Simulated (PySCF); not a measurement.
Mn(OH)3 (H3MnO3), SMILES [OH][Mn]([OH])[OH] (connectivity only; charge and spin as stated), neutral, multiplicity 5.

The structure is a stationary point at PBE0-D3(BJ)/def2-SVP. The spin state was assumed, not searched. Other conformers were not sampled.

Calculation: B3LYP/def2-TZVPD run with PySCF.

The molecule is in vacuum.

### Question
Estimate the frontier levels, dipole moment and polarisability. (An estimate is asked for; the answer gives what the named calculation found.)

### Answer

- α spin, highest occupied and lowest empty level: -7.53 and -3.22 eV
- β spin, highest occupied and lowest empty level: -8.71 and -2.70 eV
- dipole moment: 1.46 D
- quadrupole, principal values (traceless, Buckingham form, about the centre of nuclear charge): -7.70, -0.77, 8.47 D·Å
- mean static polarisability: 47.5 bohr³ (7.04 Å³)
- polarisability, principal values: 33.1, 46.9, 62.7 bohr³
- ⟨S²⟩: 6.041 (pure state 6.00)
